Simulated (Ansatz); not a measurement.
**Ligand exchange: SnH3F + Mg(CH3)(NH2) → SnH3(NH2) + Mg(CH3)F**

Species: SnH3F `[F][SnH3]`, singlet; Mg(CH3)(NH2), singlet; SnH3(NH2), singlet; Mg(CH3)F, singlet. The partners trade F for NH2: Sn–F and Mg–NH2 bonds give way to Sn–NH2 and Mg–F.

Shapes, held fixed at every level: PBE0-D4/def2-TZVP. Programs: Ansatz 0.2.0. Electronic energies: no zero-point or thermal term.

```tsv
level	kind	ΔE (kJ/mol)	less CCSD(T)/def2-TZVPP
HF/def2-TZVPP	Hartree–Fock	-57.9	+8.0
SPW92/def2-TZVPP	LDA	-63.0	+2.9
PBE-D4/def2-TZVPP	GGA	-62.3	+3.6
BHLYP-D4/def2-TZVPP	global hybrid	-62.3	+3.6
r2SCAN0-D4/def2-TZVPP	global hybrid	-62.1	+3.8
MP2/def2-SVP	perturbation theory	-75.2	-9.3
MP2/def2-TZVPP	perturbation theory	-69.8	-3.9
CCSD(T)/def2-TZVPP	coupled cluster or CI	-65.9	0.0
```

The highest level, CCSD(T)/def2-TZVPP, gives ΔE = -65.9 kJ/mol; the levels span -75.2 to -57.9. The column of differences is taken from that level and isn't an error. No measured value is set beside it here. For atoms past krypton def2 sets carry core potentials with scalar relativity. Outer-core shells of Mg, Sn are correlated, in sets that cover them unevenly.
